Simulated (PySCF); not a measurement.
# Unknowns

All values are calculated (PySCF 2.14): GFN2-xTB structure, shielding tensors at PBE0/pcSseg-1 (GIAO). One computed conformer, relativity neglected, averaged over atoms made equivalent by symmetry, fast rotation or ring inversion, gas phase.

Scale: ¹H (σref 31.72), ¹³C (σref 186.93) vs TMS (reference shieldings calculated alike). Splittings of carbon signals by F and P are missing where no couplings were computed. Where no couplings were computed, multiplicities follow the n + 1 count of equivalent neighbours, and m marks all less simple cases (inequivalent or close neighbours, rings, F or P nearby). Shifts are as computed. Against solution values, carbons near 30 ppm lie about +3 ppm off and those near 130 ppm about +5 ppm. Of 1211 compounds with measured shifts, 218 miss one by over three times the rms of a fit or turn the order of signals round; such compounds aren't used in these exercises.

(1) C8H8O. ¹H NMR (500 MHz, computed): δ 7.18 (s, 1H), 7.15 (m, 1H), 7.08 (m, 1H), 6.93 (m, 1H), 6.90 (m, 1H), 2.33 (s, 3H). ¹³C{¹H} NMR (computed): δ 187.4 (C), 154.5 (CH), 152.7 (CH), 149.8 (C), 144.5 (CH), 139.6 (CH), 139.0 (CH), 30.4 (CH3). Give a structure.

(2) C8H17P. ¹H NMR (300 MHz, computed): δ 2.77 (m, 2H), 2.20 (m, 2H), 1.86 (m, 1H), 1.59 (m, 3H), 1.58 (m, 2H), 1.16 (m, 2H), 1.05 (m, 1H), 1.05 (m, 3H), 0.13 (m, 1H). ¹³C{¹H} NMR (computed): δ 33.3 (CH2), 29.5 (CH2), 25.4 (CH3), 25.4 (CH2), 11.9 (CH3), 9.7 (CH). Identify the compound.

Answers

(1) `c1c(C)ccccc1=O`. Rings plus π bonds: 5 (1 ring in the answer). 8 carbon signals for 8 carbons: no two carbons are equivalent. Carbon types of the structure: 2 × C, 5 × CH, 1 × CH3, which accounts for all hydrogens. δC 187.4: ring carbonyl carbon. δC 154.5, 152.7, 144.5, 139.6, 139.0: unsaturated ring CH. δC 149.8: unsaturated ring carbon. δC 30.4: methyl carbon on an unsaturated ring; a saturated carbon with 1 carbon neighbour and no heteroatom attached.

The shifts were computed for this structure.

(2) `CC=P1(C)CCCCC1`. 6 carbon signals for 8 carbons: some carbons are equivalent by symmetry or fast rotation. Carbon types of the structure: 1 × CH, 5 × CH2, 2 × CH3, which accounts for all hydrogens. δC 33.3, 25.4: sp3 CH2 in a ring; a saturated carbon with 2 carbon neighbours and no heteroatom attached. δC 11.9: methyl carbon; aliphatic region, no heteroatom directly attached. δC 9.7: carbon double-bonded to a heavier main-group atom. δH 1.05: hydrogen on a methyl carbon bonded to P.

The shifts were computed for this structure.
